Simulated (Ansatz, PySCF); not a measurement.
Gas-phase reaction (SMILES): CC[Si](F)(F)F + [H][H] (H2) -> F[SiH](F)F [trifluorosilane] + CC (C2H6); hydrogen cleaves one Si-C bond, a model of a ligand-exchange step.

Each molecule is optimised on its own at B3LYP-D3(BJ)/def2-TZVP (Ansatz, a quantum-chemistry and plane-wave program), one conformer each, not searched for the lowest. Correlated levels leave the core frozen unless marked. No spin-orbit coupling. No relativistic terms. CBS(X,Y): correlation extrapolated as X^-3; Hartree-Fock from the larger set. The bracket is a focal-point correction in the basis named. Thermal terms are rigid-rotor harmonic-oscillator values from B3LYP-D3(BJ) frequencies (PySCF) at 298.15 K and 1 atm. 1 Eh = 627.5095 kcal/mol.

```csv
species,"E, RI-MP2/CBS(cc-pV(T+d)Z,cc-pV(Q+d)Z)+[CCSD(T)-MP2]/cc-pV(T+d)Z (Ansatz) (Eh)","E, PBE-D3(BJ)/def2-TZVPD (Ansatz + dftd3) (Eh)",H - E (Eh),G - E (Eh)
CC[Si](F)(F)F,-667.79492,-668.10763,0.08345,0.04293
[H][H] (H2),-1.17529,-1.16598,0.01336,-0.00144
F[SiH](F)F,-589.25713,-589.54280,0.02314,-0.00844
CC (C2H6),-79.71807,-79.73427,0.07887,0.05302
```

Work out ΔE and ΔH, ΔG, ΔS and the equilibrium constant at 298.15 K at the first level, then ΔH at the second.


1. ΔE = [(-589.25713) + (-79.71807)] - [(-667.79492) + (-1.17529)] = -0.00499 Eh = -3.1 kcal/mol at RI-MP2/CBS(cc-pV(T+d)Z,cc-pV(Q+d)Z)+[CCSD(T)-MP2]/cc-pV(T+d)Z.
2. The terms H - E add up to 0.00520 Eh, so ΔH = (-0.00499 + (0.00520))×627.5095 = 0.1 kcal/mol.
3. The terms G - E add up to 0.00309 Eh, so ΔG = -1.2 kcal/mol, and ΔS = (0.00520 - (0.00309))×627509.5/298.15 = 4.4 cal/(mol K).
4. log10 K = -ΔG/(RT ln 10) = 0.9, with RT ln 10 = 1.3642 kcal/mol.
5. At PBE-D3(BJ)/def2-TZVPD the same steps give ΔE = -2.2 and ΔH = 1.1 kcal/mol, a shift of +1.0 from the first level.
6. These values are not checked against measurement here, since the tables used lack a sound gas-phase enthalpy of formation for at least one species.
